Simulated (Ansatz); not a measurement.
All values below come from PBE-D3(BJ)/def2-TZVP (Ansatz, an electronic-structure program). No frequencies were computed at this level.

Ansatz 0.2 input:
```yaml
crystal:
  periodic: [false, false, false]
  atoms:
    - { symbol: C, position_ang: [2.234479, 0.155882, 0.173012] }
    - { symbol: C, position_ang: [1.114191, -0.193306, -0.081666] }
    - { symbol: C, position_ang: [-0.221095, -0.635089, -0.401588] }
    - { symbol: C, position_ang: [-1.286045, 0.287307, 0.134278] }
    - { symbol: O, position_ang: [-0.442188, -1.638647, -1.031577] }
    - { symbol: H, position_ang: [3.211636, 0.468736, 0.400383] }
    - { symbol: H, position_ang: [-1.195384, 0.357248, 1.216903] }
    - { symbol: H, position_ang: [-2.271271, -0.086899, -0.131508] }
    - { symbol: H, position_ang: [-1.144323, 1.284769, -0.278237] }
basis:
  gaussian: { orbitals: def2-tzvp }
hamiltonian:
  xc: pbe
  dispersion: d3bj
relax:
  max_steps: 150
```

Output:

```
Functional definition: PBE
1047 factors; their error is unknown
mean field evaluation 1: about -6241.0621 eV, gradient 7.3e1 eV
mean field evaluation 2: about -6230.6359 eV, gradient 9.7e1 eV
mean field evaluation 4: about -6252.4358 eV, gradient 1.1e1 eV
mean field evaluation 8: about -6252.7234 eV, gradient 8.5e-2 eV
mean field evaluation 16: about -6252.6972 eV, gradient 2.6e-4 eV
mean field -6252.69719672 eV, -229.7823837492 hartree, gradient 3.3e-5 eV, S^2 0.000000; 0 other end points of the search recorded, 0 dependent functions left out
reference -6252.69723481 eV, -229.7823851490 hartree; 18, 18 occupied and 161, 161 virtual orbitals, 1047 factors
relax step   1: F+E_penalty+E_count = -6252.86000755 eV  Δ(F+E_penalty+E_count) = +0.000e0 eV  max|allowed force component| = 1.081e0 eV/Å  Δτ_max = 0.0000 Å  (29 SCF iters, accepted)
these checks for a lower state are left out or cut short: starts, cluster_reference, orbital_swaps, neighbouring_geometries, increment
1047 factors; their error is unknown
mean field -6252.74195682 eV, -229.7840286524 hartree, gradient 2.2e-5 eV, S^2 0.000000; 0 other end points of the search recorded, 0 dependent functions left out
reference -6252.74199509 eV, -229.7840300590 hartree; 18, 18 occupied and 161, 161 virtual orbitals, 1047 factors
relax step   2: F+E_penalty+E_count = -6252.90341208 eV  Δ(F+E_penalty+E_count) = -4.340e-2 eV  max|allowed force component| = 3.583e-1 eV/Å  Δτ_max = 0.0461 Å  (34 SCF iters, accepted)
these checks for a lower state are left out or cut short: starts, cluster_reference, orbital_swaps, neighbouring_geometries, increment
1047 factors; their error is unknown
mean field evaluation 32: about -6252.7465 eV, gradient 2.7e-5 eV
mean field -6252.74650852 eV, -229.7841959245 hartree, gradient 2.7e-5 eV, S^2 0.000000; 0 other end points of the search recorded, 0 dependent functions left out
reference -6252.74654687 eV, -229.7841973337 hartree; 18, 18 occupied and 161, 161 virtual orbitals, 1047 factors
relax step   3: F+E_penalty+E_count = -6252.90747473 eV  Δ(F+E_penalty+E_count) = -4.063e-3 eV  max|allowed force component| = 6.731e-2 eV/Å  Δτ_max = 0.0203 Å  (34 SCF iters, accepted)
these checks for a lower state are left out or cut short: starts, cluster_reference, orbital_swaps, neighbouring_geometries, increment
1047 factors; their error is unknown
mean field -6252.74661363 eV, -229.7841997870 hartree, gradient 9.1e-6 eV, S^2 0.000000; 0 other end points of the search recorded, 0 dependent functions left out
reference -6252.74665199 eV, -229.7842011966 hartree; 18, 18 occupied and 161, 161 virtual orbitals, 1047 factors
relax step   4: F+E_penalty+E_count = -6252.90751427 eV  Δ(F+E_penalty+E_count) = -3.954e-5 eV  max|allowed force component| = 8.080e-2 eV/Å  Δτ_max = 0.0106 Å  (35 SCF iters, accepted)
these checks for a lower state are left out or cut short: starts, cluster_reference, orbital_swaps, neighbouring_geometries, increment
1047 factors; their error is unknown
mean field -6252.74703142 eV, -229.7842151405 hartree, gradient 9.1e-6 eV, S^2 0.000000; 0 other end points of the search recorded, 0 dependent functions left out
reference -6252.74706978 eV, -229.7842165502 hartree; 18, 18 occupied and 161, 161 virtual orbitals, 1047 factors
relax step   5: F+E_penalty+E_count = -6252.90792779 eV  Δ(F+E_penalty+E_count) = -4.135e-4 eV  max|allowed force component| = 3.541e-2 eV/Å  Δτ_max = 0.0065 Å  (35 SCF iters, accepted)
these checks for a lower state are left out or cut short: starts, cluster_reference, orbital_swaps, neighbouring_geometries, increment
1047 factors; their error is unknown
mean field -6252.74721169 eV, -229.7842217652 hartree, gradient 9.0e-6 eV, S^2 0.000000; 0 other end points of the search recorded, 0 dependent functions left out
reference -6252.74725006 eV, -229.7842231754 hartree; 18, 18 occupied and 161, 161 virtual orbitals, 1047 factors
relax step   6: F+E_penalty+E_count = -6252.90817341 eV  Δ(F+E_penalty+E_count) = -2.456e-4 eV  max|allowed force component| = 1.654e-2 eV/Å  Δτ_max = 0.0095 Å  (35 SCF iters, accepted)
these checks for a lower state are left out or cut short: starts, cluster_reference, orbital_swaps, neighbouring_geometries, increment
1047 factors; their error is unknown
mean field -6252.74723915 eV, -229.7842227746 hartree, gradient 9.0e-6 eV, S^2 0.000000; 0 other end points of the search recorded, 0 dependent functions left out
reference -6252.74727752 eV, -229.7842241845 hartree; 18, 18 occupied and 161, 161 virtual orbitals, 1047 factors
relax step   7: F+E_penalty+E_count = -6252.90820645 eV  Δ(F+E_penalty+E_count) = -3.304e-5 eV  max|allowed force component| = 3.110e-3 eV/Å  Δτ_max = 0.0032 Å  (36 SCF iters, accepted)
1047 factors; their error is unknown
mean field evaluation 64: about -6252.7472 eV, gradient 2.7e-4 eV
mean field -6252.74723915 eV, -229.7842227746 hartree, gradient 9.0e-6 eV, S^2 0.000000; 1 other end points of the search recorded, 0 dependent functions left out
reference -6252.74727752 eV, -229.7842241845 hartree; 18, 18 occupied and 161, 161 virtual orbitals, 1047 factors
Total energy: -6252.90824482 eV, -229.7901396236 hartree
Atom 0 at     2.272050     0.154946     0.173717 Å, force     0.000123     0.001776     0.001156 eV/Å
Atom 1 at     1.138661    -0.195924    -0.082674 Å, force     0.003110    -0.002192    -0.001236 eV/Å
Atom 2 at    -0.221850    -0.614651    -0.388879 Å, force    -0.002641    -0.002422    -0.001555 eV/Å
Atom 3 at    -1.314532     0.286600     0.132893 Å, force     0.001026     0.001807     0.001093 eV/Å
Atom 4 at    -0.434366    -1.634467    -1.028761 Å, force    -0.002484     0.000302     0.000090 eV/Å
Atom 5 at     3.281001     0.445534     0.388487 Å, force    -0.000171     0.000962     0.000544 eV/Å
Atom 6 at    -1.239175     0.371508     1.227823 Å, force    -0.000597     0.000238     0.000353 eV/Å
Atom 7 at    -2.293827    -0.115716    -0.150090 Å, force     0.002277    -0.000902    -0.000500 eV/Å
Atom 8 at    -1.187962     1.302172    -0.272515 Å, force    -0.000644     0.000431     0.000054 eV/Å
Dipole moment:     0.114485     0.513459     0.322437 e Å
```

Cost: around 30 core-seconds (rough).
